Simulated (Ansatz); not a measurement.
Reaction (ligand exchange at the Si–C bond): `CC1([SiH3])BO1` + `CC(N)O` → `CC(O)N[SiH3]` + `CC1BO1`

Isolated molecules relaxed with PBE0-D4/def2-TZVP in Ansatz; ΔE leaves out vibrations. CBS: MP2 limit from def2 TZ/QZ plus the TZ coupled-cluster correction, frozen cores. DFT in def2-TZVPP. B3LYP here is the variant with VWN-RPA as its local correlation; programs differ in this. One conformer a species, not always the lowest.

```csv
level,ΔE (kJ/mol),difference from CCSD(T)/CBS
PBE-D4,-44.8,7.0
r2SCAN-D4,-50.6,1.2
PBE0-D4,-49.9,1.9
B3LYP-D4,-53.5,-1.7
ωB97M-V,-53.0,-1.2
B2PLYP,-54.6,-2.8
PBE,-45.5,6.3
r2SCAN,-50.5,1.3
PBE0,-50.4,1.4
HF/def2-TZVPP,-66.3,-14.5
MP2/def2-TZVPP,-53.6,-1.8
CCSD/def2-TZVPP,-55.0,-3.2
CCSD(T)/def2-TZVPP,-52.1,-0.3
MP2/def2-QZVPP,-53.7,-1.9
SCS-MP2/def2-QZVPP,-55.7,-3.9
CCSD/CBS(def2),-54.7,-2.9
CCSD(T)/CBS,-51.8,0
```

Largest T1 diagnostic among the species: 0.015.

In def2-TZVPP, CCSD(T) changes the Hartree–Fock value by +14.2 kJ/mol (the triples alone add +2.8 kJ/mol) and MP2 by +12.8 kJ/mol. From PBE to PBE0 (25 % exact exchange), in def2-TZVPP and without D4, ΔE moves by −4.9 kJ/mol.
